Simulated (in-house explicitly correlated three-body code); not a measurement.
Computed with an exponentially correlated three-body code. Model: two electrons around a point charge, non-relativistic, variational in 260 exponentially correlated functions (energies converged to about 1e-7 hartree, or 1e-8 relative for large Z).

For two electrons in a singlet the Kohn-Sham orbital is the square root of half the density, so the exact Kohn-Sham potential and energy parts follow from the density alone, and exchange is minus half the Hartree energy. The Kohn-Sham level equals minus the binding energy of the second electron.

Command:
```bash
python run_hyl.py task.json out
```
Settings (lengths in bohr, energies in hartree):
```
Z                      1.095
interaction_strength   1
functions              260
states_tried           13
```

Cost of the run: 38 s on 1 thread of Arm Neoverse V1 (shared host).

**Converged states only, values per electron or pair.**

Given: nuclear charge 1.095.

| term | mean r (bohr) | mean r squared (bohr²) | mean inverse r (1/bohr) | mean r12 (bohr) | mean inverse r12 (1/bohr) | mean cosine | mean p1 dot p2 (bohr⁻²) | delta r1 (bohr⁻³) | delta r12 (bohr⁻³) |
| --- | --- | --- | --- | --- | --- | --- | --- | --- | --- |
| 1 1S | 2.2287 | 7.5546 | 0.78157 | 3.5723 | 0.37769 | -0.10328 | 0.045119 | 0.2268 | 0.005129 |
| 3 1P | 66.338 | 9933.9 | 0.55279 | 131.32 | 0.010586 | -0.00033507 | 4.0607e-06 | 0.20896 | 1.0029e-08 |

**Exact Kohn-Sham parts of the ground state from its density.**

Computed: total energy -0.666968118 hartree; Kohn-Sham kinetic 0.63754 hartree; Hartree energy 0.89572 hartree; DFT correlation energy -0.040738 hartree; kinetic part of the DFT correlation energy 0.029429 hartree; potential part of the DFT correlation energy -0.070167 hartree; exact minus restricted Hartree-Fock -0.039681 hartree; restricted Hartree-Fock level -2.327 eV; dipole polarisability 69.121 bohr³; C6 of two such species 423.43 hartree·bohr⁶.

Task: What is the Kohn-Sham level?

Result: -1.8356 eV.

Task: What is the exchange energy?

Result: -0.44786 hartree.

**Functionals on the exact density and self-consistent, errors are functional minus exact, hybrids only self-consistent, a dash where a self-consistent run leaves the top level unbound.**

```
  result  exchange error (millihartree)  correlation error (millihartree)  functional driven error (millihartree)  self consistent total error (millihartree)  top level plus exact binding (eV)
    SCAN                        -8.9132                            9.1897                                  0.2765                                           -                                  -
    BLYP                        -10.522                            8.0904                                 -2.4314                                           -                                  -
  r2SCAN                        -8.9132                            9.1897                                  0.2765                                           -                                  -
LDA VWN5                              ?                                 ?                                       ?                                           -                                  -
    OLYP                        -9.8251                            8.0904                                 -1.7347                                           -                                  -
   wB97X                              -                                 -                                       -                                     -2.6847                           -0.32244
    TPSS                        -9.0821                            6.0945                                 -2.9876                                           -                                  -
     PBE                        -5.9516                            7.6658                                  1.7142                                           -                                  -
    BP86                              ?                                 ?                                       ?                                           -                                  -
    AM05                         40.665                           -26.755                                   13.91                                           -                                  -
    RPBE                        -14.365                            7.6658                                 -6.6995                                           -                                  -
  PBEsol                         16.152                          -0.35625                                  15.796                                           -                                  -
 revTPSS                        -8.0862                            2.4004                                 -5.6857                                           -                                  -
   M06-L                        -8.3698                            9.2381                                 0.86828                                           -                                  -
    PW91                        -7.3154                            5.8918                                 -1.4236                                           -                                  -
LDA PW92                         55.892                           -37.214                                  18.678                                           -                                  -
```

Task: What belongs in the row LDA VWN5?

Result: exchange error (millihartree): 55.892; correlation error (millihartree): -37.24; functional driven error (millihartree): 18.652.

Task: What belongs in the row BP86?

Result: exchange error (millihartree): -10.522; correlation error (millihartree): 0.52786; functional driven error (millihartree): -9.9939.

**Density and exact potentials over r, pair density (one pair, times 4 pi r12^2) and exact minus Kohn-Sham pair density over r12.**

```csv
radius (bohr),radial density (electrons/bohr),exchange potential (hartree),intracule density (1/bohr),Coulomb hole against Kohn-Sham (1/bohr),correlation potential (hartree)
0.214,0.16431,-0.76424,0.0035062,-0.007343,-0.062
0.255,0.2138,-0.75797,0.0051003,-0.01013,-0.058
0.304,0.27394,-0.74965,0.0074364,-0.01387,-0.052
0.363,0.34508,-0.73865,0.010885,-0.01883,-0.045
0.433,0.42448,-0.72453,0.015883,-0.02514,-0.037
0.517,0.50922,-0.70651,0.023154,-0.03294,-0.026
0.617,0.59236,-0.68414,0.033526,-0.04199,-0.014
0.736,0.66543,-0.65697,0.048035,-0.05165,-0.001
0.878,0.71889,-0.62471,0.067846,-0.06062,0.013
1.05,0.7436,-0.58688,0.094285,-0.0668,0.027
1.25,0.73293,-0.54552,0.12635,-0.06726,0.038
1.49,0.68653,-0.50027,0.1635,-0.05951,0.045
1.78,0.60833,-0.45203,0.2021,-0.04205,0.047
2.12,0.51098,-0.40373,0.23424,-0.01731,0.044
2.53,0.40432,-0.3555,0.25204,0.009619,0.036
3.02,0.30081,-0.30925,0.24701,0.03036,0.025
3.61,0.20849,-0.26587,0.21607,0.0383,0.015
4.31,?,?,?,?,?
5.14,?,?,?,?,?
6.13,0.041029,-0.16229,0.060861,0.007391,0.001
7.32,0.018582,-0.13634,0.027949,0.0004623,0
8.73,0.0071664,-0.11447,0.010559,-0.001409,0
10.4,0.0022843,-0.096136,0.0032476,-0.001041,0
```

Task: What belongs in the row 4.31?

Result: radial density (electrons/bohr): 0.13385; exchange potential (hartree): -0.22679; intracule density (1/bohr): 0.16563; Coulomb hole against Kohn-Sham (1/bohr): 0.03268; correlation potential (hartree): 0.007.

Task: What belongs in the row 5.14?

Result: radial density (electrons/bohr): 0.078447; exchange potential (hartree): -0.19232; intracule density (1/bohr): 0.10931; Coulomb hole against Kohn-Sham (1/bohr): 0.01968; correlation potential (hartree): 0.003.

The correlation energy of density-functional theory lies 1.1 millihartree below exact minus Hartree-Fock, because the Hartree-Fock density, unlike the exact one, minimises the Hartree-Fock energy.
